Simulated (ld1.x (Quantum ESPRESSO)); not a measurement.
## Reading a pseudo-wave (chlorine)

Columns: radius, all-electron u(r) and pseudo u(r) of the 3s shell (level -44.87 eV) of chlorine in the configuration [Ne] 3s2 3p3; LDA (PZ), scalar-relativistic, ultrasoft scheme, ld1.x (Quantum ESPRESSO) 7.5.

```csv
r (bohr),all-electron,pseudo
0.078,0.1883,0.1165
0.155,-0.1571,0.2296
0.232,-0.4046,0.3388
0.310,-0.4688,0.4437
0.388,-0.3890,0.5412
0.465,-0.2279,0.6289
0.542,-0.0311,0.7070
0.620,0.1727,0.7757
0.698,0.3617,0.8333
0.775,0.5235,0.8791
0.852,0.6563,0.9141
0.930,0.7609,0.9389
1.008,0.8368,0.9535
1.085,0.8865,0.9587
1.162,0.9143,0.9554
1.240,0.9237,0.9442
1.318,0.9175,0.9260
1.395,0.8992,0.9018
1.472,0.8717,0.8720
1.550,0.8366,0.8366
1.628,0.7965,0.7965
1.705,0.7537,0.7537
1.782,0.7089,0.7089
1.860,0.6628,0.6628
1.938,0.6168,0.6168
2.015,0.5722,0.5722
```

**Question.** How many radial nodes do the two functions have?

**Answer.** The all-electron 3s function has n − l − 1 = 2; the pseudo-wave has 0, since the states of the same l below it are removed with the core.

**Question.** At about which radius was the pseudo-wave matched?

**Answer.** 1.55 bohr. The columns agree to 0.0005 from 1.47 bohr on; several derivatives are matched, so the curves merge somewhat inside the radius.

**Question.** Where does each function peak?

**Answer.** Outermost all-electron maximum near 1.24 bohr, pseudo maximum near 1.08 bohr (to the table’s step).

**Question.** Is the pseudo-wave norm-conserving?

**Answer.** No, it belongs to an ultrasoft set: the norm inside the radius is not constrained, and the difference is carried by the augmentation charge.
